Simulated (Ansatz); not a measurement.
The cluster Ti2H4. Total charge 0; singlet. Geometry r2SCAN-D4/def2-TZVP.

Cartesian coordinates in Å:
```
Ti 0.492 0.330 0.540
Ti -1.133 -0.232 -0.697
H -1.241 1.091 0.568
H 1.249 -0.950 1.491
H 0.207 0.881 -1.308
H 0.427 -1.121 -0.594
```

The 6-31G sets use Cartesian d functions. The restricted singlet is unstable towards broken spin symmetry in Hartree–Fock (as tested in another run); at HF/6-31G this wasn't settled. At PBE-D4/def2-TZVP, PBE0-D4/def2-TZVP the restricted singlet is unstable: a solution with broken spin symmetry lies lower. The restricted singlet is unstable towards broken spin symmetry at other levels; at PBE0-D4/def2-SVP, CAM-B3LYP-D4/def2-TZVP this wasn't settled. The geometry of the singlet was relaxed on an unsound state (restricted singlet, unstable towards broken spin symmetry). The order of the spin states hangs on the level: the quintet lies 0.84 eV below the singlet at PBE0-D4/def2-TZVP, but 0.03 eV above it at PBE-D4/def2-TZVP. The singlet is doubtful at PBE0-D4/def2-TZVP (restricted singlet, unstable towards broken spin symmetry). The singlet is doubtful at PBE-D4/def2-TZVP (restricted singlet, unstable towards broken spin symmetry). The structure comes from a short search, and lower isomers may exist.

Task: Estimate the orbital energies around the gap (eV) in Ansatz with HF/6-31G, PBE-D4/def2-TZVP, PBE0-D4/def2-SVP, PBE0-D4/def2-TZVP, CAM-B3LYP-D4/def2-TZVP.

Result: 
```csv
orbital,HF/6-31G,PBE-D4/def2-TZVP,PBE0-D4/def2-SVP,PBE0-D4/def2-TZVP,CAM-B3LYP-D4/def2-TZVP
HOMO−13,-77.89,-59.38,-64.21,-64.42,-65.65
HOMO−12,-77.14,-58.85,-63.68,-63.90,-65.10
HOMO−11,-49.78,-36.96,-40.36,-40.57,-42.08
HOMO−10,-48.78,-36.74,-39.94,-40.13,-41.63
HOMO−9,-48.52,-36.39,-39.64,-39.83,-41.31
HOMO−8,-47.97,-36.33,-39.54,-39.73,-41.20
HOMO−7,-47.84,-35.97,-39.24,-39.43,-40.90
HOMO−6,-47.00,-34.85,-38.06,-38.27,-39.75
HOMO−5,-13.04,-8.34,-9.40,-9.62,-11.06
HOMO−4,-11.83,-7.70,-8.66,-8.88,-10.24
HOMO−3,-10.38,-6.84,-7.67,-7.89,-9.22
HOMO−2,-9.10,-5.41,-6.29,-6.50,-7.88
HOMO−1,-8.78,-3.65,-4.44,-4.68,-5.93
HOMO,-7.37,-3.54,-4.17,-4.42,-5.63
LUMO,0.02,-3.04,-1.65,-1.84,-1.08
LUMO+1,1.43,-2.44,-1.06,-1.54,-0.43
LUMO+2,1.46,-2.24,-0.80,-1.20,-0.20
LUMO+3,1.62,-2.17,-0.67,-1.03,0.06
LUMO+4,2.25,-1.86,-0.27,-0.65,0.24
LUMO+5,2.83,-1.43,0.15,-0.26,0.61
```
